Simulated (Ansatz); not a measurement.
`FC[BH][GeH2][AlH2]` and `FCBI` differ in one atom or group.

Ansatz, PBE0-D4/def2-TZVP geometries, multiplicity 1. Each molecule was computed in one conformer, which needn't be the lowest.

Elements past krypton have def2 core potentials. Scalar relativity is left out up to krypton.

```
                                      property  `FC[BH][GeH2][AlH2]`
            HOMO energy (PBE0/def2-TZVPP) / eV                 -7.45
       HOMO–LUMO gap (ωB97M-V/def2-TZVPP) / eV                  8.60
           HOMO–LUMO gap (PBE/def2-TZVPP) / eV                  3.13
size of the dipole moment (PBE/def2-TZVPP) / D                  1.60
         HOMO energy (ωB97M-V/def2-TZVPP) / eV                 -9.40
           HOMO energy (B3LYP/def2-TZVPP) / eV                 -7.25
```

Problem. Give the same properties after the change, and the shifts. (An estimate is asked.)

Solution. Computed: 
```
                                      property  `FCBI`  shift
            HOMO energy (PBE0/def2-TZVPP) / eV   -7.57  -0.12
       HOMO–LUMO gap (ωB97M-V/def2-TZVPP) / eV    9.78   1.18
           HOMO–LUMO gap (PBE/def2-TZVPP) / eV    3.63   0.50
size of the dipole moment (PBE/def2-TZVPP) / D    1.58  -0.02
         HOMO energy (ωB97M-V/def2-TZVPP) / eV   -9.72  -0.32
           HOMO energy (B3LYP/def2-TZVPP) / eV   -7.33  -0.08
```

With PBE0 the HOMO falls by 0.12 eV and the LUMO rises by 0.61 eV, so the gap widens by about 0.73 eV. PBE moves the HOMO by 0.00 eV and ωB97M-V by -0.32 eV. Dipoles are sizes alone; their direction can turn.

B3LYP here is the variant with VWN-RPA as its local correlation; programs differ in this.

Spin–orbit coupling is left out; it splits and shifts lone-pair levels of the heavy atoms by tenths of an eV.
